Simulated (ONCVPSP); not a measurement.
# What one change does to a pseudopotential (F, ONCV)

```
Element                 : F (Z = 9)
Generator               : ONCVPSP 4.0.1
Type                    : optimised norm-conserving Vanderbilt (ONCV)
Functional              : PW91
Relativity              : scalar-relativistic
Frozen core             : [He]
Valence charge          : 7
Reference configuration : 2s2 2p5
Partial waves           : 2s: rc 0.60 bohr, ncon 3, nbas 7, qcut 14.1 1/bohr, 2 projectors, debl 1.5 Ha; 2p: rc 1.45 bohr, ncon 4, nbas 7, qcut 8.5 1/bohr, 3 projectors, debl 0.7 Ha
Local potential         : polynomial inside 0.45 bohr (lpopt 3, dvloc0 6 Ha)
Core correction         : Teter function, fcfact 4.25, rcfact 1.1
```

All-electron outer shells of the reference configuration (PW91, scalar-relativistic, ld1.x):

| shell | level (eV) | outermost node (bohr) | outermost maximum (bohr) |
| --- | --- | --- | --- |
| 1s | -663.82 | – | 0.11 |
| 2s | -29.95 | 0.24 | 0.76 |
| 2p | -11.20 | – | 0.71 |

Change: all radii but the core radius scaled by about 1.31 (s 0.78, p 1.90 bohr); local potential polynomial inside 0.58 bohr (lpopt 3, dvloc0 6 Ha).

Cutoffs: the cutoffs (Ha) at which the residual kinetic energy of the hardest occupied pseudo-wave falls to 1 and 0.1 mHa per electron; they do not see the model core or the augmentation charge, which bear on the density cutoff. Errors are all-electron minus pseudo energies relative to the spin-unpolarised reference configuration.

Question: How do hardness, ghosts and transferability respond?

Answer: The potential gets neither clearly harder nor softer (60 Ha and 74 Ha → 61 Ha and 76 Ha); the s channel sets the loose cutoff, while the largest relative change is in p, which becomes softer; of the 4 tests that both files solve, the error grows in 4 and shrinks in 0 by more than 15 % and 0.3 meV (median size 813.6 → 1812.3 meV); neither file shows a bound ghost. More of the atom is replaced by a form fitted at one configuration, so other configurations suffer.

```tsv
quantity	base	changed
cutoff, loose	60 Ha	61 Ha
cutoff, tight	74 Ha	76 Ha
loose cutoff by channel	s 60 Ha, p 30 Ha	s 61 Ha, p 23 Ha
bound ghosts	none	none
GHOST(+) flags under 300 eV	none	none
error for 2s2 2p4, meV [ΔE 19.49 eV]	+45	+120
error for 2s2 2p3, meV [ΔE 58.00 eV]	+346	+822
error for 2s2 2p2, meV [ΔE 118.79 eV]	+1282	+2803
error for 2s2 2p1, meV [ΔE 204.76 eV]	+3401	+6966
rms error of d²Exc/dni dnj with the model core, mHa	1.90	1.18
```
